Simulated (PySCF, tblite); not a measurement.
Rigid-rotor lines calculated for a species of formula C6H11ClSi (commonest isotopes; PBE0/pcSseg-1 in PySCF (dipole) on a GFN2-xTB geometry, gas phase), labelled J(Ka,Kc):

```tsv
transition	MHz
1(0,1) ← 0(0,0)	1639.8
2(0,2) ← 1(0,1)	3257.5
1(1,1) ← 0(0,0)	3212.4
2(1,2) ← 1(1,1)	3056.7
2(1,1) ← 1(1,0)	3502.3
```

(1) Find the rotational constants.

(2) What moments of inertia, asymmetry and inertial defect follow?

(3) Which dipole components do these lines need?

(4) Predict further lines from these constants: 2(1,1) ← 2(0,2); 2(2,1) ← 1(1,0); 2(2,0) ← 1(1,1); 2(2,0) ← 2(1,1); 1(1,0) ← 1(0,1); 2(2,1) ← 2(1,2).

(5) Which structure gave them?

Results:

(1) 1(0,1) ← 0(0,0) is B + C, 2(1,1) ← 1(1,0) is 3B + C and 2(1,2) ← 1(1,1) is B + 3C, so B − C is half the difference of the last two, 222.8 MHz. 1(1,1) ← 0(0,0) is A + C. A = 2503.9, B = 931.3, C = 708.5 MHz.

(2) I = 505379 MHz·u·Å² over each constant: Ia = 201.83, Ib = 542.68, Ic = 713.33 u·Å²; κ = (2B − A − C)/(A − C) = -0.752 (asymmetric top); Δ = Ic − Ia − Ib = -31.18 u·Å².

(3) μa and μb (a-type: ΔKa even, ΔKc odd; b-type: both odd). The calculation gives |μa| = 1.02 D, |μb| = 2.30 D, |μc| = 0.09 D.

(4) 
| transition | MHz | type | branch |
| --- | --- | --- | --- |
| 1(1,0) ← 1(0,1) | 1795 | b | Q |
| 2(1,1) ← 2(0,2) | 2040 | b | Q |
| 2(2,0) ← 2(1,1) | 4740 | b | Q |
| 2(2,1) ← 2(1,2) | 5386 | b | Q |
| 2(2,1) ← 1(1,0) | 8220 | b | R |
| 2(2,0) ← 1(1,1) | 8465 | b | R |

(5) `CC1=C[SiH2][C@@H]1CCCl`, point group C1. Three constants can't fix a structure by themselves; this is the one that was computed:
```xyz
19
C6H11ClSi angstrom
C     -2.263   -1.031    0.081
C     -1.371    0.155   -0.001
C     -1.620    1.403   -0.417
Si     0.141    2.019   -0.151
C      0.082    0.171    0.424
C      0.979   -0.833   -0.287
C      2.404   -0.792    0.234
Cl     3.118    0.833    0.054
H     -3.279   -0.770   -0.208
H     -2.271   -1.427    1.097
H     -1.906   -1.821   -0.581
H     -2.564    1.787   -0.770
H      0.877    2.301   -1.380
H      0.420    2.995    0.898
H      0.172    0.010    1.503
H      0.611   -1.853   -0.127
H      0.969   -0.636   -1.361
H      2.439   -1.025    1.299
H      3.052   -1.478   -0.314
```

The values belong to one conformer (point group C1) with, in the numbering `[CH3:1][C:2]1=[CH:3][SiH2:4][C@@H:5]1[CH2:6][CH2:7][Cl:8]`, Si4–C5–C6–C7 81°, C5–C6–C7–Cl8 -58°. Its GFN2-xTB frequencies are all real (lowest 56 cm⁻¹). These are rigid-rotor constants of the computed structure; measured ground-state constants (B0) also hold zero-point vibration. A rigid rotor knows nothing of internal rotation, which can split or shift real lines. Quadrupole hyperfine structure (35Cl) is left out.
